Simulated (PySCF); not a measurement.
Si(Cl)(H)2(OAc) (C2H5ClO2Si), SMILES CC(=O)O[SiH2]Cl. Atoms are numbered in the order given.

```xyz
11

Si     1.1506    -0.4083    -0.4664
Cl     1.7411     1.0891     0.8308
O     -0.4729    -0.1689    -0.9787
C     -1.4692    -0.3909    -0.0668
C     -2.8353    -0.1652    -0.6578
O     -1.2290    -0.7241     1.0770
H      1.3254    -1.7487     0.1652
H      1.9150    -0.2636    -1.7396
H     -2.9175     0.8819    -1.0120
H     -3.6118    -0.3728     0.0980
H     -2.9762    -0.8147    -1.5445
```
Charge 0, spin multiplicity 1.

The structure is a stationary point at PBE-D3(BJ)/def2-SVP. One conformer was computed; it need not be the lowest.

These are PBE-D3(BJ)/def2-SVP run with PySCF values and carry that method's errors.

Frequencies are harmonic and unscaled.

Computed normal modes with their intensities:
```json
[
 {"mode": "1", "ν (cm⁻¹)": "63", "IR (km/mol)": "2.5", "moving atoms (share of kinetic energy)": "C 29 %, H 25 %, O 21 %, Cl 19 %"},
 {"mode": "2", "ν (cm⁻¹)": "76", "IR (km/mol)": "0.5", "moving atoms (share of kinetic energy)": "O 44 %, Cl 33 %, H 12 %"},
 {"mode": "3", "ν (cm⁻¹)": "103", "IR (km/mol)": "0.3", "moving atoms (share of kinetic energy)": "H 80 %, O 16 %"},
 {"mode": "4", "ν (cm⁻¹)": "154", "IR (km/mol)": "10.5", "moving atoms (share of kinetic energy)": "O 47 %, Si 29 %, H 15 %"},
 {"mode": "5", "ν (cm⁻¹)": "235", "IR (km/mol)": "9.5", "moving atoms (share of kinetic energy)": "O 48 %, Cl 24 %, C 12 %, Si 9 %"},
 {"mode": "6", "ν (cm⁻¹)": "370", "IR (km/mol)": "9.4", "moving atoms (share of kinetic energy)": "C 27 %, H 26 %, Si 24 %, O 23 %"},
 {"mode": "7", "ν (cm⁻¹)": "544", "IR (km/mol)": "48.1", "moving atoms (share of kinetic energy)": "Si 38 %, Cl 34 %, H 12 %, C 10 %"},
 {"mode": "8", "ν (cm⁻¹)": "555", "IR (km/mol)": "18.7", "moving atoms (share of kinetic energy)": "H 48 %, Si 16 %, C 15 %, O 13 %, Cl 8 %"},
 {"mode": "9", "ν (cm⁻¹)": "581", "IR (km/mol)": "14.0", "moving atoms (share of kinetic energy)": "H 39 %, C 35 %, O 20 %"},
 {"mode": "10", "ν (cm⁻¹)": "628", "IR (km/mol)": "10.9", "moving atoms (share of kinetic energy)": "H 45 %, C 24 %, O 17 %, Si 13 %"},
 {"mode": "11", "ν (cm⁻¹)": "695", "IR (km/mol)": "10.0", "moving atoms (share of kinetic energy)": "H 81 %"},
 {"mode": "12", "ν (cm⁻¹)": "763", "IR (km/mol)": "29.8", "moving atoms (share of kinetic energy)": "O 62 %, H 22 %, Si 12 %"},
 {"mode": "13", "ν (cm⁻¹)": "859", "IR (km/mol)": "368.9", "moving atoms (share of kinetic energy)": "H 75 %, Si 17 %"},
 {"mode": "14", "ν (cm⁻¹)": "919", "IR (km/mol)": "106.7", "moving atoms (share of kinetic energy)": "H 93 %"},
 {"mode": "15", "ν (cm⁻¹)": "932", "IR (km/mol)": "58.7", "moving atoms (share of kinetic energy)": "O 55 %, C 23 %, H 20 %"},
 {"mode": "16", "ν (cm⁻¹)": "975", "IR (km/mol)": "60.5", "moving atoms (share of kinetic energy)": "H 55 %, C 25 %, O 20 %"},
 {"mode": "17", "ν (cm⁻¹)": "1009", "IR (km/mol)": "8.4", "moving atoms (share of kinetic energy)": "H 49 %, C 48 %"},
 {"mode": "18", "ν (cm⁻¹)": "1225", "IR (km/mol)": "303.8", "moving atoms (share of kinetic energy)": "C 60 %, H 28 %, O 12 %"},
 {"mode": "19", "ν (cm⁻¹)": "1328", "IR (km/mol)": "122.7", "moving atoms (share of kinetic energy)": "H 60 %, C 39 %"},
 {"mode": "20", "ν (cm⁻¹)": "1385", "IR (km/mol)": "13.3", "moving atoms (share of kinetic energy)": "H 96 %"},
 {"mode": "21", "ν (cm⁻¹)": "1394", "IR (km/mol)": "10.9", "moving atoms (share of kinetic energy)": "H 96 %"},
 {"mode": "22", "ν (cm⁻¹)": "1784", "IR (km/mol)": "189.7", "moving atoms (share of kinetic energy)": "C 64 %, O 35 %"},
 {"mode": "23", "ν (cm⁻¹)": "2221", "IR (km/mol)": "64.3", "moving atoms (share of kinetic energy)": "H 98 %"},
 {"mode": "24", "ν (cm⁻¹)": "2236", "IR (km/mol)": "95.1", "moving atoms (share of kinetic energy)": "H 95 %"},
 {"mode": "25", "ν (cm⁻¹)": "2994", "IR (km/mol)": "0.2", "moving atoms (share of kinetic energy)": "H 97 %"},
 {"mode": "26", "ν (cm⁻¹)": "3078", "IR (km/mol)": "0.6", "moving atoms (share of kinetic energy)": "H 91 %, C 9 %"},
 {"mode": "27", "ν (cm⁻¹)": "3129", "IR (km/mol)": "1.9", "moving atoms (share of kinetic energy)": "H 90 %, C 10 %"}
]
```
